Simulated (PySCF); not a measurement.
Start geometry of `F/C=C(/C=C/F)CF` from GFN2-xTB (Å):
```
atom  x, y, z in Å
F1    -1.6958    2.1187    0.9042
C2    -0.6774    1.2871    1.1568
C3    -0.2432    0.3948    0.2643
C4     0.8718   -0.4666    0.6024
C5     1.3735   -1.4035   -0.1949
F6     2.4136   -2.1462    0.2000
C7    -0.8886    0.2903   -1.0925
F8    -1.2757   -1.0000   -1.3659
H9    -0.2613    1.4393    2.1414
H10    1.3137   -0.3253    1.5783
H11    1.0362   -1.6761   -1.1825
H12   -1.7884    0.9090   -1.1486
H13   -0.1828    0.5789   -1.8808
```

Question: What comes out of this run: PBE0-D3(BJ)/def2-SVP geometry optimisation, gas phase (PySCF 2.14.0)?

Answer: 
```
atom  x, y, z in Å
F1    -2.0665    1.9068    0.9063
C2    -1.0248    1.1267    1.1737
C3    -0.5055    0.2807    0.2708
C4     0.6511   -0.5275    0.6342
C5     1.1714   -1.4943   -0.1278
F6     2.2403   -2.1791    0.2630
C7    -1.0707    0.2213   -1.1164
F8    -1.4136   -1.0670   -1.4662
H9    -0.6408    1.2629    2.1891
H10    1.1268   -0.3419    1.6025
H11    0.7786   -1.8200   -1.0939
H12   -1.9642    0.8567   -1.1945
H13   -0.3161    0.5749   -1.8414
```

The energy falls by 0.90 kcal/mol over 7 energy and gradient evaluations, the largest force component goes from 0.0150 to 3.4e-04 Eh/bohr, and the atoms move by 0.074 Å rms after alignment. Among the bonds, C2–H9, C4–H10 and C5–H11 change most and about equally (+0.014 Å). Bonds longer at the end by more than 0.005 Å: 8 of 12; shorter: 3. Among the angles that change most is C4–C5–H11, from 127.6° to 125.4°. Rotational constants go from 3282, 1124, 861.2 to 3278, 1119, 857.5 MHz. The orientation of the end geometry is arbitrary; only internal coordinates are fixed.

The run used 137 basis functions and 46 SCF cycles in all.

Whether it is a minimum is left open (no frequencies). The numbers are those of one conformer.
